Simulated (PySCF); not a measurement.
Compound: C7H16O.
Atom-mapped SMILES: `[CH3:1][CH2:2][CH2:3][O:4][C:5]([CH3:6])([CH3:7])[CH3:8]` (hydrogens: H9, H10, H11 on C1; H12, H13 on C2; H14, H15 on C3; H16, H17, H18 on C6; H19, H20, H21 on C7; H22, H23, H24 on C8)

Method used: PBE0-D3(BJ)/def2-SVP geometry optimisation, gas phase in PySCF.

Task: What internal coordinates does the optimisation give?

Result: 
```tsv
bond	length (Å)
C1–C2	1.519
C2–C3	1.515
C3–O4	1.398
O4–C5	1.423
C5–C6, C5–C7, C5–C8	1.527
C1–H9, C1–H10, C1–H11	1.101
C2–H12, C2–H13	1.103
C3–H14, C3–H15	1.109
C6–H16 and 8 like bonds	1.100
```

Bonds in one row agree within 0.01 Å and their mean is given. A selection of angles:
```tsv
angle	degrees
C1–C2–C3	112.9
C2–C3–O4	108.2
C3–O4–C5	118.9
O4–C5–C6	111.0
O4–C5–C8	103.7
C6–C5–C7	110.7
C6–C5–C8	110.0
```

Torsions: C1–C2–C3–O4 179° (antiperiplanar); C2–C3–O4–C5 177° (antiperiplanar); C3–O4–C5–C6 -63° (synclinal). The mirror-image conformer, all signs reversed, is as good.

Of the pairs four or more bonds apart, H14···H17 is among the closest relative to their van der Waals radii: 2.19 Å, 91 % of the sum of Bondi's values. O4 (ether oxygen) is bent (angle 118.9°). The 2 C–O bonds span 1.398 Å (C3–O4, drawn single) to 1.423 Å (O4–C5, drawn single), a spread of 0.025 Å.

Point group: near Cs, missed by 0.18 Å at most; the miss may be what the optimiser left on a soft mode. No frequency check. The numbers are those of one conformer.
